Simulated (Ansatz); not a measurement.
```yaml
crystal:
  periodic: [false, false, false]
  atoms:
    - {symbol: F, position_ang: [0.072190, -1.728796, 0.470477]}
    - {symbol: C, position_ang: [-0.118227, -0.396763, 0.235256]}
    - {symbol: S, position_ang: [-0.546241, 0.453219, 1.764536]}
    - {symbol: O, position_ang: [-1.125610, -0.190715, -0.736618]}
    - {symbol: Al, position_ang: [0.341468, 0.434466, -1.406001]}
    - {symbol: H, position_ang: [0.636377, 0.233589, 2.360338]}
    - {symbol: H, position_ang: [0.801244, 1.126999, -2.733689]}
basis:
  gaussian: {orbitals: def2-mTZVPP, final_grid: {core_spheres: 8, valence_spheres: 7, degree: 23}, nuclear_model: gaussian}
total_charge: 1
magnetization: {spin_polarized: true, initial_magnetization: 1}
hamiltonian: {xc: {name: HF}}
correlation: {method: mp2, frozen_orbitals: {F: 0}}
```

```sh
$ ansatz run in.yaml --threads 2 --pin off --events-out ev --progress --plain --max-ram 4352MiB
```

Task: How does Ansatz answer? (An estimate is asked.)

Result: Ansatz gave: The input was rejected before any iteration.
```
Functional definition: HF
Error: "frozen_orbitals" has no count for C
```
